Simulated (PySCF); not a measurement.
GeH₃O₄, SMILES [OH][Ge]([O])([OH])[OH], multiplicity 2. Atoms are numbered in the order given.

```xyz
8

O     -1.5394     0.8558     0.4314
Ge    -0.0114     0.0130     0.0174
O     -0.3957    -0.8327    -1.4868
O      1.3895     1.0345    -0.2829
O      0.4044    -1.0053     1.3890
H     -1.1952    -1.3737    -1.4166
H      1.3346     1.5203    -1.1173
H      1.3546    -0.9812     1.5727
```
Charge 0, spin multiplicity 2.

The structure is a stationary point at B3LYP-D3(BJ)/def2-SVP. The isomer is the one that the SMILES or the coordinates give; other isomers of the formula were not compared. One conformer was computed; it need not be the lowest.

All values below come from TDA-M06-2X/def2-SVPD run with PySCF.

Vertical excitations. 

```tsv
state	energy (eV)	λ (nm)	f	main pairs
root 1	1.57	790	0.000	β HOMO−2→LUMO 29 %, β HOMO−1→LUMO 25 %, β HOMO−7→LUMO 23 %, β HOMO−4→LUMO 9 %
root 2	5.16	240	0.009	β HOMO−1→LUMO 47 %, β HOMO−2→LUMO 46 %
root 3	5.57	222	0.004	β HOMO−3→LUMO 74 %, β HOMO→LUMO 12 %
root 4	6.03	206	0.003	β HOMO−4→LUMO 30 %, β HOMO−2→LUMO 18 %, β HOMO−1→LUMO 15 %, β HOMO−3→LUMO 13 %
root 5	6.39	194	0.018	β HOMO−5→LUMO 49 %, β HOMO−4→LUMO 43 %
root 6	6.76	183	0.004	β HOMO−6→LUMO 82 %
root 7	7.14	174	0.004	β HOMO−7→LUMO 53 %, β HOMO−5→LUMO 26 %
root 8	7.46	166	0.003	α HOMO→LUMO 16 %, α HOMO−1→LUMO 8 %, β HOMO→LUMO+1 40 %
root 9	7.58	164	0.001	α HOMO→LUMO 31 %, α HOMO−1→LUMO 12 %, β HOMO−1→LUMO+1 16 %, β HOMO→LUMO+1 7 %
root 10	7.77	160	0.004	α HOMO−2→LUMO 18 %, α HOMO−1→LUMO 6 %, β HOMO→LUMO+1 18 %, β HOMO−2→LUMO+1 13 %, β HOMO−1→LUMO+1 11 %
```
Unrestricted roots are not spin-pure.
